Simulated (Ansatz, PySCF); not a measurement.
Isomers of CH2OS. All species are isolated molecules in the gas phase. One relaxed conformer stands for each flexible species; it need not be the lowest. Strings in code marks are SMILES.

Quantity: electronic energy of isomers of CH2OS relative to `O=CS` (O–C–S–H torsion 0°), in eV.

Level 1: r2SCAN0/cc-pVTZ // PBE0-D3(BJ)/def2-TZVP (Ansatz, a first-principles code)
Level 2: B3LYP/3-21G // PBE0-D3(BJ)/def2-TZVP (PySCF)
Level 3: B3LYP/LANL2DZ // PBE0-D3(BJ)/def2-TZVP (PySCF)
Level 4: PBE/6-31G* // PBE0-D3(BJ)/def2-TZVP (PySCF)

```
species                      level 2  level 3  level 4
---------------------------  -------  -------  -------
`OC=S` (H–O–C–S torsion 0°)   -0.166   -0.176    0.087
```

### Question
What does level 1 give for each?

### Answer

- `OC=S` (H–O–C–S torsion 0°): 0.051
